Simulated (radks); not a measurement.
F+, configuration [He] 2s2 2p4.

Calculated with a radial shooting solver on a logarithmic mesh with Libxc functionals: Dirac Kohn-Sham, PBE, spin-unpolarised, spherical densities, point nucleus; open shells fill j = l - 1/2 first.

Energy parts (eV):
total: -2694.843
kinetic: 2693.920
electron-nucleus: -6318.546
Hartree: 1193.962
exchange-correlation: -264.179

Orbitals (lengths in bohr, moments of r in powers of bohr; <r^-3> diverges for s and p1/2):
orbital,occ.,eigenvalue (eV),<r^-3>,<1/r>,<r^4>
1s1/2,2,-684.0725,-,8.632,0.004604
2s1/2,2,-47.3787,-,1.517,2.386
2p1/2,2,-28.3490,-,1.377,3.672
2p3/2,2,-28.2745,9.038,1.374,3.697

The highest occupied level is 2p3/2 at -28.275 eV. Summed over all electrons, <r^2> = 7.287 bohr^2, which gives a Langevin (diamagnetic) susceptibility term of -5.77 x 10^-6 cm^3/mol. For comparison, the ionisation energy in NIST's Atomic Spectra Database is 34.971 eV (measured). In exact Kohn-Sham theory the highest level is minus the ionisation energy, but local and semilocal functionals leave it too shallow, through self-interaction and a potential that decays too fast; potentials with the right tail come closer. The density falls to 0.001 e/bohr^3 at r = 2.75 bohr.

Beside tabulated values, note that spin-unpolarised runs miss the spin-polarisation part of the exchange energy of open shells.
